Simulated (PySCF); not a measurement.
C2H6O2, SMILES OCCO.

Geometry: B3LYP-D3(BJ)/def2-SVP. The values are those of a single conformer.

The numbers are results of B3LYP-D3(BJ)/def2-SVP (PySCF), not measurements.

Harmonic, unscaled wavenumbers; measured fundamentals usually lie a few per cent lower.

```
mode  ν (cm⁻¹)  IR (km/mol)  moving atoms (share of kinetic energy)
----  --------  -----------  --------------------------------------
1          179          8.0                  O 59 %, H 28 %, C 13 %
2          276        109.1                          H 89 %, O 11 %
3          334          6.5                  H 42 %, O 38 %, C 20 %
4          489        131.3                          H 87 %, O 11 %
5          542         19.7                  H 40 %, C 35 %, O 24 %
6          890         29.4                  H 51 %, C 31 %, O 18 %
7          905         13.9                  H 43 %, C 42 %, O 14 %
8         1080         62.6                  H 46 %, C 36 %, O 18 %
9         1095         64.5                  C 46 %, H 28 %, O 26 %
10        1138         58.5                  C 38 %, H 36 %, O 26 %
11        1180         24.6                          H 85 %, C 12 %
12        1259          5.6                                  H 89 %
13        1287         50.3                          H 79 %, C 17 %
14        1380          3.1                          H 81 %, C 15 %
15        1419         49.9                          H 79 %, C 17 %
16        1452         23.8                          H 61 %, C 35 %
17        1483          3.1                           H 91 %, C 9 %
18        1494          6.3                           H 91 %, C 8 %
19        2968         51.7                                  H 93 %
20        2978         55.8                                  H 95 %
21        3027         79.1                          H 90 %, C 10 %
22        3082         36.5                           H 91 %, C 9 %
23        3773         47.3                                  H 94 %
24        3844         44.5                                  H 94 %
```
